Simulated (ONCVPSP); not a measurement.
# Before and after: ONCV potential for C (Z = 6)

- Element: carbon
- Generator: ONCVPSP 4.0.1
- Type: optimised norm-conserving Vanderbilt (ONCV)
- Functional: BLYP
- Relativity: scalar-relativistic
- Frozen core: [He]
- Valence charge: 4
- Reference configuration: 2s2 2p1.5 (charge +0.5)
- Partial waves: 2s: rc 1.30 bohr, ncon 4, nbas 7, qcut 5.5 1/bohr, 2 projectors, debl 1 Ha; 2p: rc 2.90 bohr, ncon 3, nbas 7, qcut 4.5 1/bohr, 3 projectors, debl 2 Ha; d scattering state at 0.02 Ha: rc 2.75 bohr, ncon 4, nbas 7, qcut 3.8 1/bohr, 2 projectors, debl 1.7 Ha
- Local potential: polynomial inside 1.05 bohr (lpopt 5, dvloc0 4 Ha)
- Core correction: Teter function, fcfact 4.5, rcfact 1.05

All-electron outer shells of the reference configuration (BLYP, scalar-relativistic, ld1.x):

```tsv
shell	level (eV)	outermost node (bohr)	outermost maximum (bohr)
1s	-280.78	–	0.17
2s	-19.24	0.38	1.19
2p	-10.69	–	1.14
```

Change: s: qcut 7.2; p: qcut 5.9; d: qcut 5.

Cutoffs: the cutoffs (Ha) at which the residual kinetic energy of the hardest occupied pseudo-wave falls to 1 and 0.1 mHa per electron; they do not see the model core or the augmentation charge, which bear on the density cutoff. Errors are all-electron minus pseudo energies relative to the spin-unpolarised reference configuration.

Question: How do hardness, ghosts and transferability respond?

Answer: The potential gets neither clearly harder nor softer (17 Ha and 62 Ha → 19 Ha and 24 Ha); the s channel sets the loose cutoff, while the largest relative change is in p, which becomes harder; of the 4 tests that both files solve, the error grows in 0 and shrinks in 4 by more than 15 % and 0.3 meV (median size 583.1 → 368.0 meV); the range in which the p phases agree widens (upper end 0.3 → at the end of the scan); neither file shows a bound ghost.

| quantity | base | changed |
| --- | --- | --- |
| cutoff, loose | 17 Ha | 19 Ha |
| cutoff, tight | 62 Ha | 24 Ha |
| loose cutoff by channel | s 17 Ha, p 7.1 Ha | s 19 Ha, p 9.5 Ha |
| bound ghosts | none | none |
| GHOST(+) flags under 300 eV | none | none |
| error for 2s2 2p2, meV [ΔE -3.94 eV] | +38 | +21 |
| error for 2s2 2p1, meV [ΔE 6.89 eV] | +75 | +45 |
| error for 2s2 2p0, meV [ΔE 31.06 eV] | +1091 | +691 |
| error for 2s1 2p0, meV [ΔE 79.22 eV] | +2242 | +1478 |
| s: phases at 1.32 bohr within 0.05 rad from the reference energy up to (Ha; the scan ends near 5) | to the end of the scan | to the end of the scan |
| p: phases at 2.94 bohr within 0.05 rad from the reference energy up to (Ha; the scan ends near 5) | 0.3 | to the end of the scan |
| d: phases at 2.79 bohr within 0.05 rad from the reference energy up to (Ha; the scan ends near 5) | to the end of the scan | to the end of the scan |
| rms error of d²Exc/dni dnj with the model core, mHa | 1.77 | 2.79 |
